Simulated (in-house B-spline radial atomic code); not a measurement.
**Response and correlation of the zirconium ion Zr¹⁰⁺**

Closed shell [Ar] 3d10 4s2. Computed with an all-electron radial atomic-structure program (B-spline basis): Dirac-Hartree-Fock, relativistic RPA (time-dependent Dirac-Hartree-Fock) for the response and second-order many-body perturbation theory for correlation, no-pair Dirac-Coulomb Hamiltonian, finite nucleus.

| multipole (bohr³, bohr⁵, bohr⁷) | uncoupled | coupled RPA |
| --- | --- | --- |
| dipole | 1.1441 | ? |
| quadrupole | 0.62243 | 0.7283 |
| octupole | 0.7636 | 0.86275 |

**Question.** What is the coupled dipole polarisability?

**Answer.** 1.2657 atomic units, +11 % against the uncoupled value.

**Question.** Which subshells carry the dipole polarisability?

**Answer.** 4s1/2 98.4 %, 3d5/2 0.8 %, 3d3/2 0.6 %.

**Question.** What does the dipole shielding factor come to?

**Answer.** The dipole shielding factor is 0.750, against the exact N/Z = 30/40 = 0.750 of the non-relativistic theorem.

Dipole polarisability at imaginary frequency:

| u (Eh) | α(iu) (bohr³) |
| --- | --- |
| 0 | 1.266 |
| 0.73 | 0.9142 |
| 1.82 | 0.4152 |
| 3.65 | 0.1875 |
| 5.47 | 0.1237 |
| 7.3 | 0.09357 |
| 10.9 | 0.06266 |
| 14.6 | 0.04524 |
| 18.2 | 0.03448 |
| 25.5 | 0.02175 |
| 36.5 | 0.01263 |
| 54.7 | 0.006507 |
| 73 | 0.003965 |
| 109 | 0.001951 |
| 182 | 0.0007649 |
| 365 | 0.000205 |

**Question.** What dispersion coefficients follow for two such ions (the dispersion part alone)?

**Answer.** C6 = (3/π)∫α(iu)²du = 1.572 hartree·bohr⁶ and C8 = 6.282 hartree·bohr⁸.

Lowest J = 1 odd-parity excitations:

| energy (eV) | oscillator strength | leading channel | weight |
| --- | --- | --- | --- |
| 19.834 | 0.0118 | 4s1/2 → p1/2 | 0.775 |
| 30.506 | 1.43 | 4s1/2 → p3/2 | 0.769 |
| 109.38 | 0.0255 | 4s1/2 → p1/2 | 0.92 |
| 110.96 | 0.149 | 4s1/2 → p3/2 | 0.92 |
| 147.23 | 0.0126 | 4s1/2 → p1/2 | 0.948 |
| 147.95 | 0.0602 | 4s1/2 → p3/2 | 0.947 |
| 170.71 | 0.0101 | 4s1/2 → p1/2 | 0.959 |
| 171.3 | 0.0443 | 4s1/2 → p3/2 | 0.959 |

Second-order correlation energy by the highest angular momentum of the excited pair (hartree): s -0.02194, p -0.2312, d -0.549, f -0.5461, g -0.1759, h -0.07598, i -0.03465, k -0.01763.

**Question.** What is the second-order correlation energy at the partial-wave limit?

**Answer.** The listed waves sum to -1.6524 hartree; extrapolating the increments as (l + 1/2)⁻⁴ gives -1.6885 hartree, -1.53 eV per electron.
